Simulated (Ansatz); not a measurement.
Single points on Hg2O2.

```yaml
crystal:
  periodic: [false, false, false]
  atoms:
    - {symbol: Hg, position_ang: [-3.540067, 0.136992, -1.116193]}
    - {symbol: Hg, position_ang: [2.906753, -0.432695, 2.271290]}
    - {symbol: O, position_ang: [0.597533, 0.232231, -1.096858]}
    - {symbol: O, position_ang: [0.035781, 0.063473, -0.058239]}
basis:
  gaussian: {orbitals: def2-TZVP, initial_orbitals: start.molden}
magnetization: {spin_polarized: true, initial_magnetization: 2}
hamiltonian: {xc: pbe0, dispersion: d4}
scf: {omitted_lower_state_checks: [starts]}
output: {orbitals: {seedname: orbitals}}
```

The file start.molden holds the orbitals of an earlier run on this structure, at another level or in another basis.

```sh
$ ansatz run in.yaml --threads 4 --pin off --events-out ev --progress --plain --max-ram 3916MiB
```

Shortened log:

```
Functional definition: PBE0
1190 factors; their error is unknown
mean field evaluation 1: about -12440.7388 eV, gradient 9.1e1 eV
mean field evaluation 2: about -12442.7428 eV, gradient 1.9e0 eV
mean field evaluation 4: about -12442.8332 eV, gradient 1.6e-1 eV
mean field evaluation 8: about -12442.8332 eV, gradient 1.3e-5 eV
mean field -12442.83322010 eV, -457.2656867834 hartree, gradient 1.3e-5 eV, S^2 2.009724; 0 other end points of the search recorded, 0 dependent functions left out
reference -12442.83325455 eV, -457.2656880495 hartree; 29, 27 occupied and 119, 121 virtual orbitals, 1190 factors
Total energy: -12442.88608057 eV, -457.2676293700 hartree
Checks for a lower state left out: starts
```

Hardware: 4 threads of AMD EPYC 9R45 on a shared host. Wall time 0.85 s.

As the first input, with `hamiltonian: {xc: {name: B2PLYP}}` and without the key `output` (abridged; 1.4 s):

```
Functional definition: B2PLYP
mean field -12422.81850868 eV, -456.5301597051 hartree, gradient 2.3e-6 eV, S^2 2.020115
2 core orbitals not correlated: weight in the atoms' cores, before any rotation towards them, 1.000 or more for the frozen orbitals, at most 0.000 for the correlated occupied ones
second order -42.97409729 eV of doubles, -0.00000000 eV of singles
Total energy: -12434.42169167 eV, -456.9565688151 hartree
Checks for a lower state left out: starts
```

The first input with `hamiltonian: {xc: r2scan, dispersion: d4}` (abridged; 1.3 s):

```
Functional definition: r2SCAN
mean field -12449.01069591 eV, -457.4927048323 hartree, gradient 1.5e-5 eV, S^2 2.009875
Total energy: -12449.02863362 eV, -457.4933640310 hartree
Checks for a lower state left out: starts
```

As the first input, with `hamiltonian: {xc: {name: wB97M-V}}` (abridged; 2.3 s):

```
Functional definition: wB97M-V
mean field -12441.28191909 eV, -457.2086775229 hartree, gradient 1.9e-5 eV, S^2 2.007964
Total energy: -12441.28197327 eV, -457.2086795138 hartree
Checks for a lower state left out: starts
```

As the first input, with `hamiltonian: {xc: pbe, dispersion: d4}` (abridged; 0.6 s):

```
Functional definition: PBE
mean field -12445.45624602 eV, -457.3620812082 hartree, gradient 2.2e-5 eV, S^2 2.004381
Total energy: -12445.51347216 eV, -457.3641842299 hartree
Checks for a lower state left out: starts
```

First input, but with `hamiltonian: {xc: {name: revPBE}, dispersion: d4}` (abridged; 0.65 s):

```
Functional definition: revPBE
mean field -12451.08226914 eV, -457.5688337441 hartree, gradient 9.1e-6 eV, S^2 2.004664
Total energy: -12451.21150368 eV, -457.5735830260 hartree
Checks for a lower state left out: starts
```

As the first input, with `hamiltonian: {xc: {name: BLYP}, dispersion: d4}` (abridged; 0.75 s):

```
Functional definition: BLYP
mean field -12446.43431589 eV, -457.3980246127 hartree, gradient 8.4e-6 eV, S^2 2.004947
Total energy: -12446.54740446 eV, -457.4021805410 hartree
Checks for a lower state left out: starts
```

Geometry: PBE0-D4/def2-TZVP.

In the def2 sets Hg takes a core potential; there is no spin–orbit coupling. Correlated methods freeze 2 core orbitals; core or outer-core shells of Hg are correlated, in sets that lack core-valence functions. In the triplet geometry the species has come apart into loosely held pieces. The structure comes from a short search, and lower isomers may exist.
